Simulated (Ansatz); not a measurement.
A made-up structure of AlSiH2F2 (charge -1), singlet:

```tsv
atom	x (Å)	y (Å)	z (Å)
F1	1.6887	-0.2258	2.0165
Al2	0.6703	-0.6212	0.4775
F3	1.0989	-2.4006	0.0172
Si4	-0.9593	0.9772	-0.7792
H5	-1.4992	0.2154	-1.7123
H6	-0.9994	2.0550	-0.0198
```

It is relaxed with PBE-D4/def2-SVPD and then PBE0-D4/def2-TZVPD (Ansatz 0.2.0). Atoms count as bonded within 1.22 times the sum of their covalent radii (H–H: 0.88 Å). The end point is not checked to be a true minimum.

(1) Does its bonding change? (Judge from chemistry; the calculation decides.)

## Answers

(1) The calculation gives: No: no bond forms or breaks.

Where it ends: The first stage lowers the energy by 2.51 eV in 11 steps. It ends as AlSiH₂F₂ ([F][Al]([F])[SiH2]), total charge -1:
| atom | x (Å) | y (Å) | z (Å) |
| --- | --- | --- | --- |
| F1 | 1.4600 | -0.2225 | 1.8369 |
| Al2 | 0.6373 | -0.5370 | 0.3956 |
| F3 | 0.9339 | -2.1638 | 0.0512 |
| Si4 | -0.3989 | 1.0762 | -1.0527 |
| H5 | -1.5392 | 0.1018 | -1.3705 |
| H6 | -1.0932 | 1.7452 | 0.1395 |

Labels in which every atom is bracketed show which atoms are joined, not bond orders.

For scale, one of the runs: PBE0-D4/def2-TZVPD relaxation, 184 basis functions, launched by `ansatz run in.yaml --threads 2 --pin off --events-out ev --progress --plain --max-ram 4352MiB`. The run took about 45 s on 2 CPU threads of an Arm Neoverse V1 (shared host).
